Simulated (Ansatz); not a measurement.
Reaction (formal exchange of groups at a W–C bond): `[CH3][W]([CH3])(=[O])=[O]` + `N=C=CO` → `[CH3][W](=[O])(=[O])[OH]` + `CC=C=N`

Gas-phase electronic energies from Ansatz, PBE0-D4/def2-TZVP geometries. CCSD(T)/CBS adds triple-zeta CCSD(T) − MP2 to the extrapolated MP2 energy (def2 sets, frozen cores). Functionals use def2-TZVPP. Elements past krypton have def2 core potentials. For W outer-core shells are correlated without core-valence functions, which leaves a few kJ/mol of doubt a bond. One conformer a species, not always the lowest.

`[CH3][W]([CH3])(=[O])=[O]`:

Cartesian coordinates in Å:
```
C -1.246 1.226 0.400
W -0.428 -0.668 -0.037
C 1.653 -0.591 -0.366
O -0.731 -1.704 1.279
O -1.176 -1.270 -1.442
H -1.069 1.905 -0.441
H -2.323 1.180 0.579
H -0.769 1.630 1.300
H 2.072 -1.574 -0.597
H 1.865 0.076 -1.208
H 2.152 -0.211 0.532
```

`N=C=CO`:

Cartesian coordinates in Å:
```
N 0.580 1.644 -0.491
C 0.346 0.526 -0.039
C 0.189 -0.732 0.289
O -0.887 -1.521 -0.031
H 0.241 2.410 0.096
H 0.925 -1.226 0.907
H -1.394 -1.101 -0.732
```

`[CH3][W](=[O])(=[O])[OH]`:

Z-matrix (Å, degrees):
```
C
W 1 2.109
H 1 1.094 2 109.7
H 1 1.092 2 110.4 3 119.6
H 1 1.094 2 110.0 3 -120.5
O 2 1.703 1 105.3 3 -178.1
O 2 1.704 1 105.1 3 -62.1
O 2 1.880 1 109.2 3 58.8
H 8 0.959 2 128.0 1 113.6
```

`CC=C=N`:

```xyz
9

C     0.424    1.204    0.248
C    -0.519    0.170   -0.291
C    -0.259   -1.110   -0.317
N     0.038   -2.287   -0.452
H    -0.020    1.744    1.090
H     1.354    0.750    0.591
H     0.673    1.942   -0.520
H    -1.483    0.480   -0.679
H    -0.208   -2.892    0.330
```

| level | ΔE (kJ/mol) |
| --- | --- |
| PBE-D4 | -185.6 |
| revPBE-D4 | -186.0 |
| r2SCANh-D4 | -196.2 |
| BHLYP-D4 | -199.8 |
| ωB97M-V | -195.2 |
| r2SCAN | -195.7 |
| MP2/def2-TZVPP | -199.9 |
| HF/def2-QZVPP | -206.7 |

(1) What does CCSD(T)/CBS give? (An estimate is asked.)

Largest T1 diagnostic among the species: 0.023, so the coupled-cluster value is less sure than usual.

Results:

(1) The calculation gave: -194.9 kJ/mol. The listed levels differ from it by 9.3, 8.9, -1.3, -4.9, -0.3, -0.8, -5.0, -11.8 kJ/mol.

From PBE to PBE0 (25 % exact exchange), in def2-TZVPP and without D4, ΔE moves by −4.9 kJ/mol. Leaving LDA and LC-ωPBE aside and taking each functional with its dispersion term where it has one, the values spread over 14.2 kJ/mol, from BHLYP-D4 to PBE-D4.
